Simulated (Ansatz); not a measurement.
`O[SiH2][O][AlH2]` → `[OH][AlH2]` + `O[SiH]` at 400 K and 1 bar (silylene formation by 1,1-elimination).

Calculated with Ansatz (gas phase, PBE0-D4/def2-TZVP geometries, no zero-point term in ΔE). CBS: MP2 limit from def2 TZ/QZ plus the TZ coupled-cluster correction, frozen cores. This one scheme is used for every species. One conformer a species, not always the lowest.

```csv
species,CCSD(T)/CBS energy (Eh),H − E (kJ/mol),S (J/(mol·K))
`O[SiH2][O][AlH2]`,-684.59104,163.6,394.2
`[OH][AlH2]`,-319.03157,88.7,271.1
`O[SiH]`,-365.43832,70.5,255.7
```

H − E and S are ideal-gas, rigid-rotor, harmonic terms from PBE0-D4/def2-TZVP, for one conformer and one mirror image of each species. 1 Eh = 2625.50 kJ/mol, R = 8.31446 J/(mol·K).

Problem. By hand: ΔE, ΔH, ΔS and ΔG.

Solution. ΔE = (-319.03157) + (-365.43832) − (-684.59104) = 0.12115 Eh = 318.1 kJ/mol. Δ(H − E) = 88.7 + 70.5 − 163.6 = -4.4, so ΔH = 313.7 kJ/mol. ΔS = 271.1 + 255.7 − 394.2 = 132.6 J/(mol·K). ΔG = 313.7 − 400 × (132.6)/1000 = 260.7 kJ/mol.

Problem. By hand: the equilibrium constant, and the temperature at which ΔG would vanish if ΔH and ΔS stayed fixed.

Solution. log₁₀ K = −ΔG/(RT ln 10) = -34.0. ΔG = 0 at ΔH/ΔS = 2366 K.

The number of gas molecules changes by +1, which sets the sign of ΔS. A doubt of 5 kJ/mol in ΔE shifts log₁₀ K by 0.7 here. Other conformers and mirror images would add mixing entropy, several J/(mol·K) or more a flexible species. Modes under 60 cm⁻¹, often nearly free rotors, make the harmonic entropy too high. These are equilibria of isolated gas molecules and say nothing of rates. Largest T1 diagnostic: 0.016 (customary marks: 0.02 for closed shells, 0.045 for open ones).
